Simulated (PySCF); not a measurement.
# Be⁺ (beryllium, charge +1) across methods

[He] 2p1, 2P determinant (an excited configuration). All numbers are calculated (PySCF 2.14, no relativity, point nucleus, in cc-pVQZ (5s4p3d2f1g, 55 functions)).

```csv
method,E (hartree),mean ε 1s α (eV),mean ε 1s β (eV),mean ε 2p α (eV),Σ⟨r²⟩ (bohr²),⟨S²⟩
B97-3,-14.2064,-124.25,-124.08,-11.843,7.044,0.750
r2SCAN,-14.1959,-120.19,-119.96,-11.010,6.993,0.750
UHF,-14.13084,-140.16,-139.89,-14.146,7.272,0.750
PBE,-14.1718,-117.88,-117.56,-10.895,7.032,0.750
r2SCAN0,-14.1918,-125.29,-125.05,-11.839,7.021,0.750
LDA,-13.9864,-116.54,-116.23,-10.682,7.110,0.750
M06,-14.2108,-123.82,-123.59,-11.598,7.095,0.750
PBE0,-14.1746,-123.64,-123.33,-11.794,7.055,0.750
HSE06,-14.1777,-123.22,-122.91,-11.408,7.043,0.750
```
